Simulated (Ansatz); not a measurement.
C3H4N, SMILES `C#C[N+]C` (lower triplet) (charge 1, multiplicity 3). This triplet lies 0.78 eV below the relaxed singlet at the level B3LYP/cc-pVTZ // B3LYP-D3(BJ)/def2-TZVP (Ansatz, an electronic-structure program).

Cartesian coordinates (Å):
```xyz
8

C      2.3817     0.3413    -0.3205
C      1.1080     0.1587    -0.2740
N     -0.0597    -0.0094    -0.2318
C     -1.4574    -0.2098    -0.1807
H      3.4416     0.4975    -0.3571
H     -1.6539    -1.2685     0.0047
H     -1.8696     0.3977     0.6287
H     -1.8906     0.0925    -1.1372
```
Charge +1, spin multiplicity 3.

Frozen-core energies in cc-pVDZ from Ansatz at a geometry from B3LYP-D3(BJ)/def2-TZVP; the HF reference has <S^2> = 2.28 and the T1 diagnostic is 0.031.

| level | energy (Ha) |
|---|---|
| HF | -170.03595 |
| MP2 | -170.50217 |
| CCSD | -170.55834 |

Question: Estimate the energies of CCSD(T), CCSDT and CCSDT(Q), and give each level's difference from CCSDT(Q).

Answer: 
```json
[
 {"level": "MP2", "energy (Ha)": "-170.50217", "difference from CCSDT(Q) (mHa)": "78.68"},
 {"level": "CCSD", "energy (Ha)": "-170.55834", "difference from CCSDT(Q) (mHa)": "22.50"},
 {"level": "CCSD(T)", "energy (Ha)": "-170.57719", "difference from CCSDT(Q) (mHa)": "3.66"},
 {"level": "CCSDT", "energy (Ha)": "-170.57902", "difference from CCSDT(Q) (mHa)": "1.82"},
 {"level": "CCSDT(Q)", "energy (Ha)": "-170.58084", "difference from CCSDT(Q) (mHa)": "0.00"}
]
```
